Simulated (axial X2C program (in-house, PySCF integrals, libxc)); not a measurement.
**FMoF⁻: properties at the nuclei**

Computed with an axial X2C code built on PySCF integrals: two-component X2C with atomic mean-field Coulomb and Gaunt terms, Gaussian nuclei, basis F dyall-av3z, Mo dyall-v3z with contracted cores.

F–Mo–F held linear, with bonds 2.037 and 2.037 Å (near the PBE0 minimum at charge -1 of the determinant lowest at the starting distance; the state shown can have its own minimum elsewhere, held linear; other orders of the atoms were not compared).

Input and command:
```json
{"zs": [9, 42, 9], "q": -1, "bas": ["dyall-av3z", "dyall-v3z", "dyall-av3z"], "r0": [2.02, 2.02], "symm": 1, "scan": ["PBE0", "HF", "BHandHLYP"], "levels": ["PBE0", "HF", "LDA"], "nst": 2}
```
```bash
python solin.py task.json out
```

Keys: zs atomic numbers; q charge; bas basis sets; r0 starting distance in Å; symm equal bonds; scan levels of the two-bond scan; levels methods; nst determinants followed.

Determinant lowest in the PBE0 search, Ω = 5/2 (⟨Sz⟩ = 2.50, ⟨Lz⟩ = 0.00 at PBE0), spin on the atoms F 0.04, Mo 2.42, F 0.04:

```csv
level,A∥/gI F (MHz),qzz F (a.u.),A∥/gI Mo (MHz),qzz Mo (a.u.)
PBE0,-3.05,0.59,446,-2.72
HF,-1.99,0.49,259,-3.13
LDA,-6.28,0.60,539,-2.49
```

Determinant 0.78 eV from it at PBE0 and this distance, Ω = 1/2 (⟨Sz⟩ = 1.50, ⟨Lz⟩ = -1.00 at PBE0), spin on the atoms F -0.06, Mo 1.61, F -0.06:

```csv
level,A∥/gI F (MHz),qzz F (a.u.),A∥/gI Mo (MHz),qzz Mo (a.u.)
PBE0,-137,0.48,-1020,-2.12
HF,-124,0.48,-757,-3.21
LDA,-168,0.42,-893,-1.64
```

A∥ (defined per Ω) follows by multiplying with gI = μI/(I μN); qzz is the electric field gradient, eQq0 = 234.96 MHz × Q/barn × qzz. The operators were transformed with the bare-nucleus X2C matrices; with these basis sets, hyperfine constants and field gradients can be off by tens of per cent, and where levels differ in sign neither size nor sign is settled.

(1) With Q(95Mo) = -0.022 barn (Q from Pyykkö, Mol. Phys. 2018), turn the PBE0 values of the first state into constants in MHz.

The molecule was held linear; bending was not examined, so a bent shape may lie lower.

Each state is one determinant with collinear spin, which with several unpaired electrons need not be a pure state. Unrestricted Hartree–Fock can overshoot spin polarisation at the nuclei. For an anion, determinants above electron detachment, or with a positive highest level, are held by the basis set. This is the top spin component of a Σ state; components of lower Ω are not single determinants and can lie lower. With several open shells hyperfine constants can be off by a factor of several. The search compared states at one distance, so a state with another bond length can lie lower. Where a field gradient or hyperfine factor spreads by more than a factor of two over the levels, a constant derived from it is not to be relied on. PBE0 term energies can be off by some tenths of an eV.

Answers

(1) eQq0(95Mo) = 234.96 × (-0.022) × (-2.72) = 14.1 MHz.
